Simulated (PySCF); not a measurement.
A structure optimised at B3LYP-D3(BJ)/def2-SVP, used in a PySCF frequency run:

```xyz
15

Si    -2.2638    -0.7876     1.2988
N     -0.8724     0.2475     0.9873
Si     0.1272     0.3412    -0.4014
Cl    -0.4912    -1.2242    -1.6190
Cl    -0.1012     2.0826    -1.5032
N      1.7641     0.2352     0.0820
Si     2.3190    -0.5538     1.5508
H     -1.8760    -2.2234     1.3292
H     -2.7714    -0.3811     2.6398
H     -3.3411    -0.6023     0.2878
H     -0.7034     0.9641     1.6914
H      2.4727     0.6134    -0.5415
H      1.7041    -1.9016     1.6976
H      3.7994    -0.6780     1.4421
H      1.9914     0.2408     2.7709
```
Charge 0, spin multiplicity 1.

Q: Write its SMILES and formula.

A: [SiH3]N[Si](Cl)(Cl)N[SiH3], Cl2H8N2Si3

Q: What are its rotational constants (standard atomic weights)?

A: 0.90166, 0.84582, 0.61833 GHz
